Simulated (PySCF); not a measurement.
Vertical excitation energies

Species: C4H12Si2.
SMILES: `C(C[SiH2]C=C)[SiH3]`

Method used: TDDFT B3LYP/def2-SVPD, vertical, gas phase, core orbitals frozen in the response in PySCF 2.14.0, density-fitted response routines. Geometry: PBE0-D3(BJ)/def2-SVP, one conformer, isolated molecule. Torsions of this conformer, `[CH2:1]=[CH:2][SiH2:3][CH2:4][CH2:5][SiH3:6]`: C1–C2–Si3–C4 -114°, C2–Si3–C4–C5 180°, Si3–C4–C5–Si6 -179°.

List the vertical singlet excitations with oscillator strengths and describe the spectrum.

| state | λ (nm) | E (eV) | f | \|μ\| (D) | main configurations (H = HOMO, L = LUMO) |
| --- | --- | --- | --- | --- | --- |
| S1 | 202.7 | 6.12 | 0.140 | 2.46 | H→L (70%), H-1→L (25%) |
| S2 | 186.6 | 6.65 | 0.086 | 1.85 | H-2→L (48%), H→L+1 (22%), H-1→L (13%) |
| S3 | 182.7 | 6.79 | 0.036 | 1.18 | H→L+1 (72%), H-2→L (18%) |
| S4 | 176.4 | 7.03 | 0.043 | 1.28 | H→L+2 (93%) |
| S5 | 172.8 | 7.18 | 0.194 | 2.67 | H-1→L (37%), H-3→L (22%), H-2→L (22%) |
| S6 | 166.3 | 7.46 | 0.016 | 0.76 | H-1→L+1 (50%), H-3→L (39%) |
| S7 | 165.5 | 7.49 | 0.068 | 1.55 | H→L+3 (38%), H-1→L+2 (25%), H→L+5 (13%) |
| S8 | 163.1 | 7.60 | 0.038 | 1.15 | H→L+4 (80%) |
| S9 | 162.9 | 7.61 | 0.027 | 0.97 | H-1→L+1 (22%), H-3→L (22%), H-1→L (11%) |
| S10 | 162.0 | 7.66 | 0.075 | 1.61 | H→L+5 (40%), H→L+3 (40%) |

Triplets, Tamm–Dancoff:

```
state  E (eV)  λ (nm)  main configurations (H = HOMO, L = LUMO)
   T1    4.25   291.7                    H→L (58%), H-1→L (35%)
   T2    5.81   213.5       H-1→L (50%), H-2→L (23%), H→L (23%)
   T3    6.43   192.8       H-2→L (57%), H→L+1 (15%), H→L (14%)
   T4    6.61   187.7                  H→L+1 (70%), H-2→L (11%)
```

The lowest singlet comes at 203 nm (590 kJ/mol) in the ultraviolet; it is of moderate strength; its leading configuration is HOMO→LUMO (70%). The strongest level in the table is S5 at 7.18 eV (173 nm, f = 0.194). S8/S9 lie within about 0.01 eV of each other. Löwdin shares by element: HOMO carbon 65% (atoms not listed hold the other 35%); LUMO carbon 69% or more, silicon 9% or more, hydrogen 5% or more (atoms not listed hold the other 17%). Weighted by f, the mean energy of these states is 7.00 eV. Of the 10 states listed, 10 reach f = 0.01 and none stays under 0.0005. The listed states span 1.54 eV, and the widest gap between neighbours is 0.53 eV (S1 to S2). No computed singlet lies in the visible range (380 to 750 nm); the lowest, at 203 nm, stands 2.86 eV above its violet end (3.26 eV). All these states lie below the vertical ionisation energy of 9.23 eV (ΔSCF). Singlets were solved by full linear response, triplets in the Tamm–Dancoff approximation.
